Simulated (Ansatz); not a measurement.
# Ligand exchange: C3H9ClSi + InH(CH3)Cl → C3H10Si + In(CH3)Cl2

Species: C3H9ClSi `CC(C)[SiH2]Cl`, singlet; InH(CH3)Cl, singlet; C3H10Si `CC(C)[SiH3]`, singlet; In(CH3)Cl2, singlet. The partners trade Cl for H: Si–Cl and In–H bonds give way to Si–H and In–Cl.

Shapes, held fixed at every level: PBE0-D4/def2-TZVP. Flexible molecules stand in one conformer, not always the lowest. Programs: Ansatz 0.2.0. Electronic energies: no zero-point or thermal term.

Question: Estimate ΔE of this reaction.

Answer: The highest level, CCSD(T)/def2-TZVPP, gives ΔE = -19.0 kJ/mol; the levels span -35.0 to -16.2. The column of differences is taken from that level and isn't an error. No measured value is set beside it here. For atoms past krypton def2 sets carry core potentials with scalar relativity. Outer-core shells of In are correlated, in sets that cover them unevenly.

```tsv
level	kind	ΔE (kJ/mol)	less CCSD(T)/def2-TZVPP
HF/def2-SVP	Hartree–Fock	-35.0	-16.0
HF/def2-TZVPP	Hartree–Fock	-29.4	-10.4
PBE-D4/def2-TZVPP	GGA	-16.2	+2.8
wB97X-V/def2-TZVPP	range-separated hybrid	-16.4	+2.6
B2PLYP/def2-TZVPP	double hybrid	-21.6	-2.6
MP2/def2-SVP	perturbation theory	-32.3	-13.3
CCSD(T)/def2-SVP	coupled cluster or CI	-33.3	-14.3
CCSD(T)/def2-TZVPP	coupled cluster or CI	-19.0	0.0
```
